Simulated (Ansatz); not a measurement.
`[NH2][Al]([F])[Cl]` + H₂ → `[NH2][AlH][Cl]` + H–F  (hydrogenolysis of the Al–F bond)

Isolated molecules relaxed with PBE0-D4/def2-TZVP in Ansatz; ΔE leaves out vibrations. CCSD(T)/CBS is the MP2 limit (def2-TZVPP, def2-QZVPP) plus CCSD(T) − MP2 in def2-TZVPP, frozen cores. This one scheme is used for every species. Functionals use def2-TZVPP. HSE06 is defined as in plane-wave codes. Each species was taken in one conformer, which may not be the lowest.

`[NH2][Al]([F])[Cl]`:

```xyz
6

N     0.373   -0.640   -0.673
Al   -0.182    0.484    0.543
F     0.874    1.078    1.649
Cl   -2.170    1.090    0.621
H     1.321   -0.967   -0.758
H    -0.215   -1.046   -1.381
```

H₂:

Z-matrix (Å, degrees):
```
H
H 1 0.746
```

`[NH2][AlH][Cl]`:

Z-matrix (Å, degrees):
```
N
Al 1 1.756
H 1 1.007 2 125.0
H 1 1.007 2 124.3 3 180.0
Cl 2 2.098 1 117.5 3 0.0
H 2 1.570 1 121.9 3 -180.0
```

H–F:

Cartesian coordinates in Å:
```
F 0.353 0.241 0.170
H -0.353 -0.241 -0.170
```

Task: Is it downhill or uphill in electronic energy at CCSD(T)/CBS, and by how much? (Estimate.)

Result: Computed: Uphill: ΔE = +38.0 kcal/mol.

Task: What do these levels give: HSE06-D4, ωB97M-V, PBE-QIDH, r2SCAN0, LC-ωPBE, HF/def2-QZVPP? (Best estimate.)

Result: Computed: HSE06-D4 35.9, ωB97M-V 37.9, PBE-QIDH 37.1, r2SCAN0 38.6, LC-ωPBE 37.2, HF/def2-QZVPP 37.5 kcal/mol.

Largest T1 diagnostic among the species: 0.010.

Leaving LDA and LC-ωPBE aside and taking each functional with its dispersion term where it has one, the values, not all of them listed here, spread over 3.8 kcal/mol, from HSE06-D4 to r2SCAN-D4. From r2SCAN to r2SCAN0 (25 % exact exchange), in def2-TZVPP and without D4, ΔE moves by −1.1 kcal/mol.
